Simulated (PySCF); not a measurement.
Isomers of C6H10S, mass 114.050 u with the commonest isotopes. Method: PBE0/def2-SVPD in PySCF (dipole) on a GFN2-xTB geometry, gas phase. One conformer each, none proved a minimum here; rigid rotors.

Task: Order these by dipole moment, largest first.
A. `[CH2:1]=[C:2]([S:3][CH3:4])[CH:5]1[CH2:6][CH2:7]1` with C1–C2–S3–C4 -3°, C1–C2–C5–C6 36°
B. `[CH2:1]=[CH:2]/[C:3]([CH3:4])=[CH:5]\[S:6][CH3:7]` with C1–C2–C3–C4 0°, C3–C5–S6–C7 180°
C. `[CH2:1]=[CH:2][CH2:3][C:4](=[CH2:5])[S:6][CH3:7]` with C1–C2–C3–C4 -115°, C2–C3–C4–C5 -95°, C3–C4–S6–C7 -174°

Result: B (1.80 D), C (1.11 D), A (0.76 D).

Task: Order these by rotational constant B, smallest first.
A. `[CH2:1]=[CH:2][CH2:3][C:4](=[CH2:5])[S:6][CH3:7]` with C1–C2–C3–C4 -115°, C2–C3–C4–C5 -95°, C3–C4–S6–C7 -174°
B. `[CH2:1]=[CH:2]/[C:3]([CH3:4])=[CH:5]\[S:6][CH3:7]` with C1–C2–C3–C4 0°, C3–C5–S6–C7 180°
C. `[CH2:1]=[C:2]([S:3][CH3:4])[CH:5]1[CH2:6][CH2:7]1` with C1–C2–S3–C4 -3°, C1–C2–C5–C6 36°

Result: B (1128 MHz), C (1236 MHz), A (1376 MHz).

Task: Order these by out-of-plane moment Σ m c² = (Ia + Ib − Ic)/2, smallest first.
A. `[CH2:1]=[CH:2]/[C:3]([CH3:4])=[CH:5]\[S:6][CH3:7]` with C1–C2–C3–C4 0°, C3–C5–S6–C7 180°
B. `[CH2:1]=[C:2]([S:3][CH3:4])[CH:5]1[CH2:6][CH2:7]1` with C1–C2–S3–C4 -3°, C1–C2–C5–C6 36°
C. `[CH2:1]=[CH:2][CH2:3][C:4](=[CH2:5])[S:6][CH3:7]` with C1–C2–C3–C4 -115°, C2–C3–C4–C5 -95°, C3–C4–S6–C7 -174°

Result: A (3.18 u·Å²), B (21.48 u·Å²), C (26.38 u·Å²).

```
       SMILES  point group  Ia (u·Å²)  Ib (u·Å²)  Ic (u·Å²)      κ  μa (D)  μb (D)  μc (D)
C=C/C(C)=C\SC           Cs     107.92     448.21     549.77  -0.89    0.95    1.52    0.00
 C=C(SC)C1CC1      near Cs      94.70     408.84     460.58  -0.93    0.07    0.75    0.08
  C=CCC(=C)SC           C1     138.16     367.35     452.74  -0.80    0.74    0.62    0.54
```
